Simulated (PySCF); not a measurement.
Compound: C6H12BNO.
InChI=1S/C6H12BNO/c1-4-5-8(6-9)7(2)3/h4-6H,1-3H3/b5-4-

Theory: TDDFT wB97X-D/def2-SVPD, vertical, gas phase, core orbitals frozen in the response (PySCF 2.14.0, density-fitted response routines). One conformer (not necessarily the lowest) at the PBE0-D3(BJ)/def2-SVP geometry, without solvent, vibrations or thermal averaging. Torsions of this conformer, `[CH3:1]/[CH:2]=[CH:3]\[N:4]([CH:5]=[O:6])[B:7]([CH3:8])[CH3:9]`: C2–C3–N4–C5 61°, C3–N4–C5–O6 -1°, C3–N4–B7–C8 2°.

Computed states:

| state | E (eV) | f |
| --- | --- | --- |
| S1 | 5.15 | 0.0007 |
| S2 | 5.92 | 0.075 |
| S3 | 6.69 | 0.259 |
| S4 | 6.95 | 0.024 |
| S5 | 7.04 | 0.0060 |
| S6 | 7.09 | 0.167 |
| S7 | 7.24 | 0.028 |
| S8 | 7.51 | 0.0048 |
| S9 | 7.79 | 0.115 |
| S10 | 7.80 | 0.020 |

Each state is given a Gaussian of 0.25 eV full width at half maximum, with ε(max) = 2.175×10⁸ f / Δν̃ (Δν̃ the width in cm⁻¹). The width is an assumption, not a result. The curve ends short of the highest state used, and states not computed would add to its high-energy end.

(1) What does the envelope look like, and where are its maxima?

(2) Coming from long wavelengths, where does ε first pass 100 L mol⁻¹ cm⁻¹?

(3) On this curve, what absorbance would a 10⁻⁵ mol/L sample give at 222 nm over a 1 cm path?

(4) Does any computed singlet lie in the visible range?

Answers

(1) 
E (eV), ε (L mol⁻¹ cm⁻¹) and a bar:
```
     4.78          0 
     4.84          1 
     4.91          6 
     4.98         21 
     5.05         48 
     5.12         71 
     5.19         69 
     5.26         44 
     5.33         18 
     5.40          5 
     5.47          2 
     5.54         14 
     5.61        121 
     5.68        659 #
     5.74       1994 ##
     5.81       4846 #####
     5.88       7626 ########
     5.95       7770 ########
     6.02       5125 ######
     6.09       2189 ##
     6.16        605 #
     6.23        110 
     6.30         43 
     6.37        280 
     6.44       1661 ##
     6.51       6402 #######
     6.58      15976 #################
     6.65      25844 ############################
     6.71      27752 ##############################
     6.78      20803 ######################
     6.85      12368 #############
     6.92      10513 ###########
     6.99      15112 ################
     7.06      20163 ######################
     7.13      19718 #####################
     7.20      13924 ###############
```

Maxima: 241 nm (5.15 eV), ε about 74, made up of S1 (100%); 209 nm (5.92 eV), ε about 8100, made up of S2 (100%); 185 nm (6.69 eV), ε about 28000, made up of S3 (99%); 175 nm (7.09 eV), ε about 21000, made up of S6 (86%) (ε in L mol⁻¹ cm⁻¹; maxima over ε = 5, shares over 10%).

(2) At about 221 nm (5.60 eV), 0.45 eV above S1.

(3) 222 nm is 5.585 eV, where ε is about 59 L mol⁻¹ cm⁻¹, so A = ε c l ≈ 0.00059 (Beer–Lambert, with the gas-phase spectrum and the assumed width).

(4) No computed singlet lies in the visible range (380 to 750 nm); the lowest, at 241 nm, stands 1.89 eV above its violet end (3.26 eV).

The vertical ionisation energy (ΔSCF) is 9.13 eV, 1.33 eV above S10.
